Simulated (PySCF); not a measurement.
# A series of derivatives of CC#C[Si](N)([SiH3])P

Parent skeleton `[CH3:1][C:2]#[C:3][Si:4]([NH2:5])([SiH3:6])[PH2:7]`; one hydrogen on atom 6 is replaced by X. Hydrogens on one atom are averaged.

In vacuum, single conformer, one averaged value for each set of equivalent atoms, non-relativistic Hamiltonian. Coordinates at the GFN2-xTB level; PBE0/pcSseg-1 with gauge-including orbitals; PySCF 2.14.

Referencing at the same level of theory: ¹³C, ²⁹Si, ¹H vs TMS; NH3 for ¹⁵N; H3PO4 for ³¹P.

Known members:
| X | C1 | C2 | C3 | Si4 | N5 | Si6 | P7 | H(C1) | H(Si6) |
| --- | --- | --- | --- | --- | --- | --- | --- | --- | --- |
| CH3 | 6.0 | 113.3 | 90.8 | -38.0 | 21.1 | -71.5 | -281.6 | 2.03 | 3.88 |
| ethynyl | 6.0 | 114.0 | 89.8 | -38.9 | 22.5 | -96.8 | -287.1 | 2.07 | 4.24 |

Four more derivatives gave (δ, ppm):
```csv
compound,C1,C2,C3,Si4,N5,Si6,P7,H(C1),H(Si6)
1,5.9,113.4,91.7,-38.5,24.5,-89.7,-261.9,2.05,3.98
2,5.9,117.0,88.4,-35.7,22.5,-103.9,-287.0,2.12,4.19
3,6.0,112.2,92.9,-41.6,28.7,-42.9,-257.8,2.03,4.93
4,6.2,113.1,91.7,-29.6,14.4,-53.7,-270.5,2.12,4.89
```

Their substituents are CN, NH2, NHCH3, PH2. Which is which?

## Answers

1: X = PH2 (CC#C[Si@@](N)(P)[SiH2]P); 2: X = CN (CC#C[Si@@](N)(P)[SiH2]C#N); 3: X = NHCH3 (CC#C[Si@](N)(P)[SiH2]NC); 4: X = NH2 (CC#C[Si@@](N)(P)[SiH2]N).

Experimental scales use liquid or dissolved standards, which lie at an offset from isolated NH3 (liquid NH3: subtract about 20 ppm) and H3PO4. Unscaled 15N shifts of sp2 nitrogen come out 20 to 40 ppm too high even then.
